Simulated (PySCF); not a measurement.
C5H10GaGeNO.
Z-matrix (Å and degrees, PBE0-D3(BJ)/def2-SVP geometry), rows numbered from 1:
```
Ga
N   1  2.1112
C   2  1.3350  1  120.61
C   3  1.3862  2  122.81  1   177.11
C   4  1.4040  3  119.06  2     0.09
O   5  1.3260  4  124.26  3  -179.96
Ge  6  1.8181  5  126.32  4    -1.10
C   5  1.4051  4  117.57  3     0.13
C   2  1.3405  1  120.72  3   177.36
H   1  1.5862  2   98.97  3   150.08
H   1  1.5857  2  100.55  3   -90.33
H   1  1.5870  2   98.60  3    29.20
H   3  1.0936  2  116.06  1    -3.17
H   4  1.0920  3  119.27  2   179.98
H   7  1.5269  6  101.98  5  -179.63
H   7  1.5353  6  107.54  5   -60.05
H   7  1.5353  6  107.70  5    60.78
H   8  1.0904  5  119.55  4   179.72
H   9  1.0934  2  115.95  1     3.18
```

Method: PySCF, PBE0-D3(BJ)/def2-SVP geometry optimisation, gas phase.

Masses are those of the commonest isotopes; rigid-rotor values at the optimised geometry. The values belong to one conformer with, in the numbering `[GaH3-:1][n+:2]1[cH:3][cH:4][c:5]([O:6][GeH3:7])[cH:8][cH:9]1`, C4–C5–O6–Ge7 -1°.

(1) What are A, B and C (cm⁻¹)?

(2) Classify the top.

(3) What does the inertial defect say?

(4) Which lines would a microwave search look for?

## Answers

(1) Ia = 131.00, Ib = 2291.80, Ic = 2408.77 u·Å²; 505379 MHz·u·Å²/I gives 3858, 220.5 and 209.8 MHz, that is A = 0.12869, B = 0.00736, C = 0.00700 cm⁻¹.

(2) A near-prolate asymmetric top; Ray's κ = -0.994.

(3) Not planar: Δ = Ic − Ia − Ib = -14.03 u·Å². For a rigid frame Δ = −2 Σ m c², so Σ m c² = 7.01 u·Å² lies off the ab plane: 6.93 from hydrogen and 0.09 from heavier atoms. The atom farthest from that plane is 1.58 Å away.

(4) The dipole components are |μa| = 9.09 D, |μb| = 0.16 D, |μc| = 0.10 D. Intensities carry the squares of the components, which stand as 1.00 : 0.00 : 0.00 (a : b : c). Some lines, for components of 0.1 D or more:

```tsv
type	branch	J(Ka,Kc)	MHz	lower level (cm⁻¹)
a	R	2(1,2) ← 1(1,1)	850	0.136
c	Q	1(1,1) ← 1(0,1)	3637	0.014
b	Q	2(1,1) ← 2(0,2)	3659	0.043
b	R	1(1,1) ← 0(0,0)	4068	0.000
c	R	1(1,0) ← 0(0,0)	4078	0.000
c	Q	2(2,1) ← 2(1,1)	10912	0.165
b	Q	2(2,0) ← 2(1,1)	10912	0.165
b	Q	2(2,1) ← 2(1,2)	10944	0.164
c	R	2(2,0) ← 1(1,0)	11784	0.136
b	R	2(2,0) ← 1(1,1)	11794	0.136
```

Stationary, but not proved a minimum. No vibrational averaging or centrifugal distortion is included, and the geometry carries the error of its method. A rigid rotor knows nothing of internal rotation, which can split or shift real lines. Quadrupole hyperfine structure (14N, 69Ga) is left out.

Hardware: one thread, Arm Neoverse V2 (aarch64), on a shared host. Cost: 5.3 min wall, 1.3 GiB resident at most. This is the geometry optimisation.
